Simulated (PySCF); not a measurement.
Compound: C₄H₉FGe.
Numbering: `[F:1][C@H:2]1[CH2:3][CH2:4][GeH2:5][CH2:6]1` (hydrogens: H7 on C2; H8, H9 on C3; H10, H11 on C4; H12, H13 on Ge5; H14, H15 on C6)

Method: PBE0-D3(BJ)/def2-SVP geometry optimisation, gas phase (PySCF).

Q: Give the optimised bond lengths and angles.

A: 
```
   bond  length (Å)   order
  F1–C2       1.389  single
  C2–C3       1.524  single
  C3–C4       1.534  single
 C4–Ge5       1.974  single
 Ge5–C6       1.975  single
  C2–C6       1.522  single
  C2–H7       1.105  single
  C3–H8       1.103  single
  C3–H9       1.102  single
 C4–H10       1.099  single
 C4–H11       1.100  single
Ge5–H12       1.542  single
Ge5–H13       1.538  single
 C6–H14       1.099  single
 C6–H15       1.101  single
```

Orders are formal, as drawn. A selection of angles:
```
      angle  degrees
   F1–C2–C3    107.8
   F1–C2–C6    107.9
   F1–C2–H7    106.9
   C3–C2–C6    110.3
   C3–C2–H7    111.4
   C6–C2–H7    112.3
   C2–C3–C4    109.6
   C2–C3–H8    108.0
   C2–C3–H9    109.4
   C4–C3–H8    110.7
   C4–C3–H9    112.1
   H8–C3–H9    106.9
  C3–C4–Ge5    103.6
  C3–C4–H10    112.5
  C3–C4–H11    110.7
 Ge5–C4–H10    113.2
 Ge5–C4–H11    109.0
 H10–C4–H11    107.8
  C4–Ge5–C6     92.9
 C4–Ge5–H12    113.6
 C4–Ge5–H13    114.0
 C6–Ge5–H12    112.1
 C6–Ge5–H13    114.4
H12–Ge5–H13    109.2
 Ge5–C6–H14    115.1
 Ge5–C6–H15    109.7
  C2–C6–Ge5    102.6
  C2–C6–H14    110.7
  C2–C6–H15    110.4
 H14–C6–H15    108.2
```

Dihedral angles: F1–C2–C3–C4 65° (synclinal); C2–C3–C4–Ge5 35° (synclinal); C3–C4–Ge5–C6 -10° (synperiplanar); C4–Ge5–C6–C2 -16° (synperiplanar); F1–C2–C6–Ge5 -78° (synclinal).

Ge5 (germanium bonded to 2 C and 2 H) has angles from 92.9° to 114.4°. Of the pairs four or more bonds apart, F1···H11 is among the closest relative to their van der Waals radii: 2.79 Å, 104 % of the sum of Bondi's values. The 5-membered ring C2–C3–C4–Ge5–C6 has internal angles of 92.9° to 110.3° (sum 519°, against 540° for a flat polygon); it is puckered, 0.19 Å rms from its mean plane, widest ring torsion 52°.

Point group: C1 (no symmetry element, even within 0.4 Å). No PBE0-D3(BJ)/def2-SVP frequencies stand behind this structure, so it isn't proved a minimum. The numbers are those of one conformer.

On an Arm Neoverse N1 with one thread, no GPU, shared host with 64 logical CPUs at a one-minute load of 61, this took 2.3 min of wall time and 0.60 GiB of memory at its peak. These figures are those of the optimisation.
